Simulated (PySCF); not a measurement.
B(OH)2(PH2) (BH₄O₂P), SMILES PB(O)O.

The structure is a stationary point at B3LYP-D3(BJ)/def2-SVP. The values are those of a single conformer.

Level of theory: PySCF with PBE0/def2-TZVPD.

Symmetry labels are those of the subgroup Cs that the program uses (full group Cs).

Q: List the valence orbital energies around the gap with their symmetry. (An estimate is asked for; the answer gives what the named calculation found.)

A: 
```csv
orbital,symmetry,energy (eV)
HOMO−7,A",-15.81
HOMO−6,A',-12.65
HOMO−5,A',-11.58
HOMO−4,A",-10.53
HOMO−3,A",-10.18
HOMO−2,A",-9.75
HOMO−1,A',-9.43
HOMO,A',-7.25
LUMO,A',-0.61
LUMO+1,A',0.38
LUMO+2,A",0.65
LUMO+3,A',0.87
```
